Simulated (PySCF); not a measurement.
## Si5H13N

The system: Si5H13N, a small molecule; neutral, singlet. The structure, one conformer, was relaxed in the gas phase by PBE0-D3(BJ)/def2-SVP. No frequency run checks that it is a minimum.

SMILES: [SiH3]N[Si]([SiH3])([SiH3])[SiH3]

```xyz
19

Si    0.200    2.113    0.571
Si    0.343   -0.138   -0.081
Si    1.844   -0.274   -1.881
Si    1.228   -1.332    1.744
N    -1.222   -0.761   -0.583
Si   -2.807   -0.150   -0.204
H    -0.363    2.969   -0.518
H    -0.620    2.289    1.809
H     1.600    2.556    0.860
H     1.440    0.653   -2.984
H     1.857   -1.670   -2.425
H     3.228    0.074   -1.434
H     2.553   -0.763    2.146
H     1.421   -2.775    1.389
H     0.297   -1.259    2.914
H    -1.195   -1.692   -0.994
H    -3.413   -0.746    1.029
H    -3.738   -0.416   -1.343
H    -2.674    1.322    0.014
```
Atoms count from 1 in this order.

Shieldings: GIAO PBE0/pcSseg-1. Shifts are against computed references at the same level: H TMS (σ 31.27 ppm), Si TMS (σ 352.0 ppm). Core levels by delta-SCF with SCAN, pcX-2 on the ionised atom and pcseg-1 elsewhere, spin-free X2C (2p3/2 is the spin-free 2p value less a third of a first-order spin-orbit splitting); from the vacuum level, for chosen atoms.

(1) Give the shieldings and core levels atom by atom.

(2) By CAM-B3LYP/def2-SVPD (TDDFT singlets, Tamm-Dancoff triplets, ionisation by delta-SCF), where does absorption start, and what does vertical ionisation take?

## Answers

(1) 
```json
{"atoms": "Si1", "bonded to": "1 Si + 3 H", "σ (ppm)": "454.4", "δ (ppm)": "-102.4", "core level (eV)": "2p3/2 106.33"}
{"atoms": "Si2", "bonded to": "1 N + 3 Si", "σ (ppm)": "392.1", "δ (ppm)": "-40.1", "core level (eV)": "2p3/2 106.17"}
{"atoms": "Si3", "bonded to": "1 Si + 3 H", "σ (ppm)": "453.4", "δ (ppm)": "-101.4", "core level (eV)": "2p3/2 106.24"}
{"atoms": "Si4", "bonded to": "1 Si + 3 H", "σ (ppm)": "456.4", "δ (ppm)": "-104.4", "core level (eV)": "2p3/2 106.16"}
{"atoms": "N5", "bonded to": "2 Si + 1 H", "σ (ppm)": "275.9", "δ (ppm)": "-", "core level (eV)": "1s 404.06"}
{"atoms": "Si6", "bonded to": "1 N + 3 H", "σ (ppm)": "400.2", "δ (ppm)": "-48.3", "core level (eV)": "-"}
{"atoms": "H7 H8 H9", "bonded to": "1 Si", "σ (ppm)": "27.43", "δ (ppm)": "3.83", "core level (eV)": "-"}
{"atoms": "H10 H11 H12", "bonded to": "1 Si", "σ (ppm)": "27.65", "δ (ppm)": "3.62", "core level (eV)": "-"}
{"atoms": "H13 H14 H15", "bonded to": "1 Si", "σ (ppm)": "27.69", "δ (ppm)": "3.58", "core level (eV)": "-"}
{"atoms": "H16", "bonded to": "1 N", "σ (ppm)": "32.55", "δ (ppm)": "-1.28", "core level (eV)": "-"}
{"atoms": "H17 H18 H19", "bonded to": "1 Si", "σ (ppm)": "26.61", "δ (ppm)": "4.66", "core level (eV)": "-"}
```

Values are those of this one static structure, with the three H of a rotating XH3 group averaged; atoms that internal rotation interchanges would show their mean in an NMR spectrum.

(2) The first singlet with intensity lies at 6.01 eV (f 0.031); what lies below it is dark. The lowest singlet lies at 5.22 eV (f 0.000), the strongest of the first 6 at 6.72 eV (f 0.102), the lowest triplet at 4.82 eV; vertical ionisation takes 8.67 eV.
